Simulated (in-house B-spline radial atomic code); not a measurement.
Values are calculated unless marked as measured or tabulated.
Making a Troullier-Martins s channel for Ni, r_c = 0.65 bohr

Ni, [Ar] 3d8 4s2, non-relativistic PBE, spherical and spin-unpolarised, from an all-electron radial atomic-structure program (B-spline basis) (atomic units). The all-electron 3s level is ε = -3.970797 hartree, its outermost node lies just inside 0.31 bohr and its outer maximum at 0.65 bohr.

Inside r_c the pseudo-orbital is u(r) = r^1 exp(p(r)), with p = c0 + c2 r² + c4 r⁴ + … + c12 r¹². The seven coefficients follow from p and its first four derivatives at r_c, from zero curvature of the screened potential at the origin, c4 = −c2²/(2l + 5), and from the norm inside r_c. At r_c the all-electron orbital has P = 1.291541, P' = -0.03580219, the screened potential V = -9.361872, V' = 31.46996, V'' = -135.1524, and the norm inside is Q = 0.384089.

**Question.** What are p, p' and p'' at r_c?

**Answer.** p = ln(P/r_c^1) = ln(1.291541/0.65) = 0.68662. p' = P'/P − 1/r_c = -0.02772 − 1.53846 = -1.56618. The radial equation gives p'' = 2(V − ε) − 2(1) p'/r_c − p'² = -10.78215 − (-4.81902) − 2.45293 = -8.41605. Differentiating, p''' = 2V' + 2(1)p'/r_c² − 2(1)p''/r_c − 2p'p'' = 55.059, and p'''' = 2V'' − 4(1)p'/r_c³ + 4(1)p''/r_c² − 2(1)p'''/r_c − 2p''² − 2p'p''' = -465.78.

For a trial c2 the five matching conditions are linear in c0, c6, c8, c10 and c12, and c2 is varied until the norm inside r_c equals Q. The root nearest zero gives:

| n | c_n |
| --- | --- |
| 0 | 0.1313582 |
| 2 | 4.927715 |
| 4 | -4.856474 |
| 6 | -38.44072 |
| 8 | 114.1105 |
| 10 | -124.5109 |
| 12 | 49.14788 |

**Question.** Check c4 and p(r_c), and find the screened pseudopotential at the origin.

**Answer.** −c2²/5 = -4.85647, as listed. The terms c_n r_c^n are 0.13136, 2.08196, -0.86691, -2.89916, 3.63607, -1.67626, 0.27955, which sum to 0.68662. Inverting the radial equation, V_l(r) = ε + 1 p'/r + (p'' + p'²)/2, so V_l(0) = ε + (2l + 3) c2 = -3.970797 + 3 × (4.92771) = 10.8123 hartree, finite where the all-electron potential diverges.

Orbitals and screened potentials:

| r (bohr) | P | u | V all-electron | V pseudo |
| --- | --- | --- | --- | --- |
| 0.065 | 0.08441 | 0.07568 | -340.4 | 10.79 |
| 0.162 | -0.6838 | 0.2094 | -103.4 | 10.16 |
| 0.26 | -0.3187 | 0.4007 | -50.78 | 6.999 |
| 0.358 | 0.3857 | 0.6715 | -29.65 | -0.01706 |
| 0.455 | 0.9282 | 0.9811 | -19.25 | -8.104 |
| 0.552 | 1.215 | 1.217 | -13.22 | -11.58 |
| 0.65 | 1.292 | 1.292 | -9.362 | -9.362 |

Logarithmic derivatives P'/P at R = 0.95 bohr, for energies E around ε:

```json
{"E − ε (hartree)": "-0.5", "all-electron": "-0.923443", "pseudo": "-0.924249"}
{"E − ε (hartree)": "-0.25", "all-electron": "-1.29357", "pseudo": "-1.29383"}
{"E − ε (hartree)": "-0.1", "all-electron": "-1.53762", "pseudo": "-1.5377"}
{"E − ε (hartree)": "0", "all-electron": "-1.71082", "pseudo": "-1.71085"}
{"E − ε (hartree)": "0.1", "all-electron": "-1.89329", "pseudo": "-1.89337"}
{"E − ε (hartree)": "0.25", "all-electron": "-2.18631", "pseudo": "-2.18667"}
{"E − ε (hartree)": "0.5", "all-electron": "-2.73502", "pseudo": "-2.73665"}
```

**Question.** With P(R) = 0.9408395 and a norm of 0.7864608 inside R, what slope in energy does norm conservation fix?

**Answer.** d(P'/P)/dE = −2 × (norm inside R)/P(R)² = -1.7770 per hartree·bohr at E = ε, for both atoms, since orbital and norm agree at R. Differences over ±0.1 hartree give -1.7783 (all-electron) and -1.7783 (pseudo), which also hold third-order terms. Half a hartree below ε the two curves differ by -0.0008.
